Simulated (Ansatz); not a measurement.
One change: `FC(F)CC(F)F` becomes `FC(F)CC(F)(F)C(F)(F)F`.

Ansatz, PBE0-D4/def2-TZVP geometries, multiplicity 1. Each molecule was computed in one conformer, which needn't be the lowest.

```csv
property,`FC(F)CC(F)F`
HOMO–LUMO gap (B3LYP/def2-TZVPP) / eV,10.90
LUMO energy (ωB97M-V/def2-TZVPP) / eV,3.06
HOMO–LUMO gap (PBE0/def2-TZVPP) / eV,11.49
size of the dipole moment (ωB97M-V/def2-TZVPP) / D,0.23
LUMO energy (PBE0/def2-TZVPP) / eV,1.59
HOMO–LUMO gap (PBE/def2-TZVPP) / eV,8.75
```

**Question.** What does the change do to each property? (Estimate.)

**Answer.** Computed: 
```csv
property,`FC(F)CC(F)(F)C(F)(F)F`,shift
HOMO–LUMO gap (B3LYP/def2-TZVPP) / eV,10.99,0.09
LUMO energy (ωB97M-V/def2-TZVPP) / eV,2.92,-0.14
HOMO–LUMO gap (PBE0/def2-TZVPP) / eV,11.55,0.06
size of the dipole moment (ωB97M-V/def2-TZVPP) / D,1.15,0.92
LUMO energy (PBE0/def2-TZVPP) / eV,1.29,-0.30
HOMO–LUMO gap (PBE/def2-TZVPP) / eV,8.64,-0.11
```

With PBE0 the HOMO falls by 0.36 eV and the LUMO falls by 0.30 eV, so the gap widens by about 0.06 eV. PBE moves the HOMO by -0.34 eV and ωB97M-V by -0.37 eV. The zero-point energy changes by 11.3 kJ/mol with +9 modes. Dipoles are sizes alone; their direction can turn.

B3LYP here is the variant with VWN-RPA as its local correlation; programs differ in this.
